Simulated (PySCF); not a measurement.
C5H7F3SSi2, SMILES c1ccc(C[SiH2][Si](F)(F)F)s1 (GFN2-xTB optimised geometry):

```
18

F     -0.108    -3.333     4.396
Si     0.040    -2.488     3.055
F      1.230    -3.253     2.321
F      0.773    -1.175     3.574
Si    -1.908    -2.221     1.896
C     -1.488    -1.820     0.069
C     -0.569    -0.655     0.000
C      0.792    -0.655     0.000
C      1.348     0.644     0.000
C      0.405     1.617     0.010
S     -1.189     0.966     0.018
H     -2.693    -1.113     2.458
H     -2.726    -3.442     1.928
H     -2.406    -1.606    -0.478
H     -1.014    -2.680    -0.407
H      1.383    -1.554    -0.009
H      2.406     0.839    -0.007
H      0.536     2.680     0.012
```

Level of theory: B3LYP/def2-SVP (PySCF).

Q: What are the frontier orbital energies and the dipole moment?

A: HOMO-2 -9.27 eV, HOMO-1 -7.15 eV, HOMO -6.44 eV, LUMO -0.91 eV, LUMO+1 -0.54 eV; dipole moment 3.00 D.

Meta-Löwdin charges at B3LYP/def2-SVP: F1 -0.46, Si2 1.34, F3 -0.46, F4 -0.46, Si5 0.37, C6 -0.38, C7 -0.10, C8 -0.15, C9 -0.12, C10 -0.23, S11 0.24, H12 -0.08, H13 -0.09, H14 0.12, H15 0.12, H16 0.11, H17 0.12, H18 0.12.
